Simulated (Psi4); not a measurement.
Pair of molecules, SMILES [AlH3] with SMILES [C-]#[O+] (the first has 4 atoms); geometry from GFN2-xTB, rigid monomers moved along the line of their centres of mass till Al1···O6 is 1.68 Å.
(charge 0, multiplicity 1):
```xyz
6

Al     0.033    -0.054     0.293
H      1.409    -0.802     0.304
H     -0.005     1.489     0.031
H     -1.295    -0.881     0.230
C     -0.043     0.216     3.087
O     -0.013     0.109     1.969
```

Method: SAPT0/jun-cc-pV(D+d)Z (Psi4).

**Question.** Which attractive term is largest, and how does the interaction split up?

**Answer.** electrostatics -43.09, exchange 100.87, induction -27.64, dispersion -8.91, total 21.23 kcal/mol; the largest attraction is electrostatics.
